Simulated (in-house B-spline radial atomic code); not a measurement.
**The calcium ion Ca⁵⁺: [Ne] 3s2 3p3**

Computed with an all-electron radial atomic-structure program (B-spline basis): non-relativistic PW91, spin-polarised, spherical fractional occupations, point nucleus.

Z_r = [3n² - l(l+1)]/(2<r>); Z_e = n√(-2ε); the last column is Slater's effective charge. Values are occupation-weighted means over spin.

```
shell  electrons   ε (eV)  <r> (bohr)    Z_r    Z_e  Slater
   1s          2    -4014     0.07736  19.39  17.18   19.70
   2s          2  -491.81      0.3657  16.41  12.02   15.85
   2p          6  -416.23      0.3271  15.29  11.06   15.85
   3s          2  -115.47       1.075  12.55   8.74    9.80
   3p          3  -98.357       1.115  11.21   8.07    9.80
```

The least bound orbital is 3p up at -98.36 eV, and it is also the most diffuse (<r> = 1.115 bohr).
